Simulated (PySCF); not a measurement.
**Multinuclear NMR of CF3CH2CO2H**

Molfile (atoms numbered from 1):
```
C3H3F3O2
     RDKit          3D

 11 10  0  0  0  0  0  0  0  0999 V2000
    1.4368   -0.7817    1.5346 O   0  0  0  0  0  0  0  0  0  0  0  0
    1.0380   -0.4472    0.4589 C   0  0  0  0  0  0  0  0  0  0  0  0
    1.7768    0.1625   -0.4605 O   0  0  0  0  0  0  0  0  0  0  0  0
   -0.3847   -0.6761   -0.0431 C   0  0  0  0  0  0  0  0  0  0  0  0
   -1.1205    0.6426   -0.2176 C   0  0  0  0  0  0  0  0  0  0  0  0
   -2.4038    0.4361   -0.5505 F   0  0  0  0  0  0  0  0  0  0  0  0
   -1.1289    1.3764    0.9016 F   0  0  0  0  0  0  0  0  0  0  0  0
   -0.5981    1.4099   -1.1788 F   0  0  0  0  0  0  0  0  0  0  0  0
    2.6760    0.3346   -0.1380 H   0  0  0  0  0  0  0  0  0  0  0  0
   -0.3566   -1.1728   -1.0144 H   0  0  0  0  0  0  0  0  0  0  0  0
   -0.9297   -1.2817    0.6819 H   0  0  0  0  0  0  0  0  0  0  0  0
  1  2  2  0
  2  3  1  0
  2  4  1  0
  4  5  1  0
  5  6  1  0
  5  7  1  0
  5  8  1  0
  3  9  1  0
  4 10  1  0
  4 11  1  0
M  END
```

PySCF 2.14 calculation with GIAO PBE0/pcSseg-1 shieldings and coordinates at the GFN2-xTB level; equivalent nuclei averaged, in vacuum, one computed conformer, non-relativistic Hamiltonian.

(1) What are the ¹⁹F shifts?

(2) Where does ¹⁷O resonate?

Answers

(1) 
| atoms | environment | σ (ppm) | δ (ppm) |
| --- | --- | --- | --- |
| F6/F7/F8 | fluorine of a CF3 group | 248.1 | -63.2 |

Shieldings were converted by a linear fit to measured shifts: ¹⁹F: δ = 146.13 − 0.903σ +14.6 on sp3 carbon (rms 6.0 ppm, 223 shifts, 7.0 ppm with the 5 outliers that the fit left out vs CFCl3, solution or neat liquid). A few per cent of atoms miss by over 2 rms, more outside the fitted compound classes.

On a 600 MHz spectrometer ¹⁹F resonates near 564.6 MHz, so 1 ppm is 564.6 Hz.

(2) 
```json
{"atoms": "O1", "environment": "carbonyl oxygen", "σ (ppm)": "-127.1", "δ (ppm)": "382.4"}
{"atoms": "O3", "environment": "acid hydroxyl oxygen", "σ (ppm)": "125.9", "δ (ppm)": "152.0"}
```

Shieldings were converted by a linear fit to measured shifts: ¹⁷O: δ = 266.70 − 0.911σ (rms 10.7 ppm, 155 shifts, 12.2 ppm with the 3 outliers that the fit left out vs liquid water, solution or neat liquid). Occasional misses reach two or three times the rms, and more in compound classes unlike the fitted ones.

On a 300 MHz spectrometer ¹⁷O resonates near 40.7 MHz, so 1 ppm is 40.7 Hz.

In solution the two oxygens of a carboxylic acid exchange roles by proton transfer and give one 17O line. Hydrogen bonding in solution shields acid and N–H amide carbonyl oxygens by tens of ppm.
